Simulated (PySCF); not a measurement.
C₂H₈BN₃O.
Cartesian coordinates in Å at the GFN2-xTB level; atoms count from 1:
```
atom  x, y, z in Å
C1     2.5433   -0.1831   -0.0683
C2     1.0981   -0.6529   -0.0996
O3     0.8059   -1.8234   -0.2459
N4     0.1907    0.3426    0.0469
B5    -1.2712    0.2227    0.0508
N6    -1.8564   -1.0309   -0.1127
N7    -2.0220    1.4037    0.2206
H8     2.7608    0.2972    0.8834
H9     2.7191    0.5306   -0.8706
H10    3.2021   -1.0369   -0.1968
H11    0.5817    1.2660    0.1583
H12   -1.2692   -1.8396   -0.2316
H13   -2.8422   -1.2109   -0.1275
H14   -3.0246    1.4083    0.2304
H15   -1.6207    2.3145    0.3406
```

The closed-shell SCF was solved with PySCF and density fitting under several settings on one GFN2-xTB geometry (grid level 2 and gas phase unless stated).

```tsv
settings	basis functions	SCF cycles	E (Eh)	HOMO (eV)	LUMO (eV)	dipole (D)
PBE0/def2-SVPD, fitting basis def2-universal-jkfit, energy threshold 1e-07 Eh	207	9	-344.8946	-6.97	0.06	3.73
mPW1PW91/pcseg-1, IEF-PCM methanol	138	14	-345.3753	-6.85	0.54	5.03
KT2/IGLO-II, IEF-PCM tetrahydrofuran	202	16	-351.2528	-5.45	-0.45	4.67
```

Question: Estimate the rows for these settings: (1) PBE0/IGLO-II; (2) BLYP/6-31G*.

Answer: 
| settings | basis functions | SCF cycles | E (Eh) | HOMO (eV) | LUMO (eV) | dipole (D) |
| --- | --- | --- | --- | --- | --- | --- |
| PBE0/IGLO-II | 202 | 14 | -345.2091 | -6.78 | 0.67 | 3.73 |
| BLYP/6-31G* | 114 | 16 | -345.3523 | -4.71 | 0.21 | 3.55 |

Question: Over all rows, what range does the HOMO–LUMO gap span?

Answer: From 4.92 eV (BLYP/6-31G*) to 7.45 eV (PBE0/IGLO-II). The functional of the narrowest has no exact exchange, that of the widest 25 % exact exchange.

Question: And the dipole moment?

Answer: From 3.55 D (BLYP/6-31G*) to 5.03 D (mPW1PW91/pcseg-1, IEF-PCM methanol); the largest is 1.42 times the smallest, and the median is 3.73 D.

Question: Compare two rows with the functional PBE0: PBE0/IGLO-II and PBE0/def2-SVPD, fitting basis def2-universal-jkfit, energy threshold 1e-07 Eh. Which energy is lower, and by how much?

Answer: PBE0/IGLO-II (202 functions) lies 0.3145 Eh or 197 kcal/mol below PBE0/def2-SVPD, fitting basis def2-universal-jkfit, energy threshold 1e-07 Eh (207 functions). The smaller set gives the lower energy; the two sets aren't nested, so the variational bound doesn't order them by size.

Whole jobs, the steps after the SCF included, on one thread of an Arm Neoverse N1 (shared host):

```
                                                                     settings                                                  work after the SCF  wall time
PBE0/def2-SVPD, fitting basis def2-universal-jkfit, energy threshold 1e-07 Eh  25 singlets by full TDDFT, 5 Tamm–Dancoff triplets, polarisability       87 s
                                           mPW1PW91/pcseg-1, IEF-PCM methanol                                                          shieldings       22 s
                                         KT2/IGLO-II, IEF-PCM tetrahydrofuran                             shieldings, charges and field gradients       35 s
                                                                 PBE0/IGLO-II                             shieldings, charges and field gradients       38 s
                                                                  BLYP/6-31G*                             shieldings, charges and field gradients       29 s
```

Cycle counts include a coarse-grid stage where the run had one. All basis functions are spherical, in the Pople sets too. KT2 was designed for NMR shieldings or shifts; total energies of different functionals aren't comparable. The structure is a single GFN2-xTB conformer; no vibrational corrections.
